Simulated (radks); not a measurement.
Values are calculated unless marked as measured or tabulated.
Dy35+, 31 electrons, occupied as [Ar] 3d10 4s2 4p1. Code: a radial shooting solver on a logarithmic mesh with Libxc functionals. Model: Dirac Kohn-Sham, PW91, spin-unpolarised, spherical densities, finite nucleus; open shells are shared between the two j in proportion to 2j + 1; Fermi nuclear charge, rms radius 5.2218 fm.

Normalised radial functions P(r) = r R(r) (large component), r in bohr:

```
   r/bohr * 3p1/2 (the largest magnitude, 2.22, reaches the edge; | marks zero)
  0.00156                             *
 0.002254                             |*
  0.00323                             |*
  0.00463                             | *
 0.006637                             |  *
 0.009589                             |   *
  0.01374                             |      *
   0.0197                             |         *
  0.02824                             |             *
   0.0408                             |                *
  0.05848                             |             *
  0.08382                             |   *
   0.1201                *            |
   0.1736  *                          |
   0.2488   *                         |
   0.3566                *            |
   0.5111                          *  |
   0.7385                             *
    1.059                             *
    1.517                             *
```

3p1/2: eigenvalue -3164.8 eV, 1 radial node at r = 0.0919 bohr, <r> = 0.220 bohr, 90 % of the charge inside 0.329 bohr.
